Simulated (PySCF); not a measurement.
SMILES FC(F)(F)CCCl, singlet, GFN2-xTB optimised geometry. Atoms within 1.6 Å of the plane z = 0.0 Å (x, y, z in Å): F1 (1.50, 0.26, 0.00), C2 (0.16, 0.26, 0.00), F3 (-0.22, -0.25, -1.17), F4 (-0.22, 1.55, 0.00), C5 (-0.41, -0.51, 1.17), H8 (-1.50, -0.49, 1.09), H9 (-0.08, -1.55, 1.09).

Computed with CAM-B3LYP/def2-TZVP in PySCF 2.14.0. Cells within 0.4 Å of a nucleus heavier than hydrogen are left out (blank, or x).

Map of the electrostatic potential (hartree/e), clipped to [-0.08, 0.12] on the plane z = 0.0 Å:

```
|1100000000000000000000000|
|1110000000000000000000000|
|1110000000000000000000000|
|1111000000000000000000000|
|1111000000111000000000000|
|1111100001699300000000000|
|1111110006999931000000000|
|11111110199xx993100000000|
|11111111299xx997420000000|
|1111112249999999996100000|
|1111222359999999999500000|
|111222347999xx99xx9910000|
|111223457999xx99xx9810000|
|1122234569999999999300000|
|1122234468999999852000000|
|1112233446899986310000000|
|1112222334567654211000000|
|1111222223445443211100000|
|1111122222344432211111111|
|1111111222233322211111111|
|1111111122222222211111111|
|1111111112222222111111111|
|1111111111122211111111111|
|1111111111111111111111111|
|1111111111111111111111111|
```
Scale: ten equal steps from -0.013 (start of '0') to 0.120 (end of '9'), in the order '0123456789'; x runs from -4.00 to 4.00, y from -4.00 (bottom) to 4.00 (top).
